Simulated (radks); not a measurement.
Q: Excited configurations of neutral iridium: one electron is placed in a higher orbital outside [Xe] 4f14 5d7 6s1. The ground configuration is [Xe] 4f14 5d7 6s2. Calculated with a radial shooting solver on a logarithmic mesh with Libxc functionals: Dirac Kohn-Sham, BLYP, spin-unpolarised, spherical densities, finite nucleus; open shells fill j = l - 1/2 first; Fermi nuclear charge, rms radius 5.4032 fm. Excitation = E - E(ground); binding = E(ion) - E, where the ion is the core of charge +1; n* = 1/sqrt(2 binding) in atomic units, and the quantum defect is n - n*.

| outer orbital | excitation (eV) | binding (eV) | n* | quantum defect | eigenvalue (eV) | <r> (bohr) |
|---|---|---|---|---|---|---|
| 6d3/2 | 8.285 | 1.516 | 2.996 | 3.004 | -0.568 | 10.23 |
| 7p1/2 | 7.977 | 1.824 | 2.731 | 4.269 | -0.963 | 10.59 |

Estimate the row for 6p1/2.

A: excitation (eV) 4.741; binding (eV) 5.060; n* 1.640; quantum defect 4.360; eigenvalue (eV) -2.344; <r> (bohr) 3.997. The Delta-SCF ionisation energy is 9.801 eV (NIST Atomic Spectra Database: 8.967 eV, measured). Self-interaction in the functional shifts the binding energies and quantum defects, so they are the method's values and not measured ones. Spin polarisation and multiplet splitting are left out, so open shells lie too high by an amount that depends on their filling.

Beside tabulated values, note that spin-unpolarised runs miss the spin-polarisation part of the exchange energy of open shells.
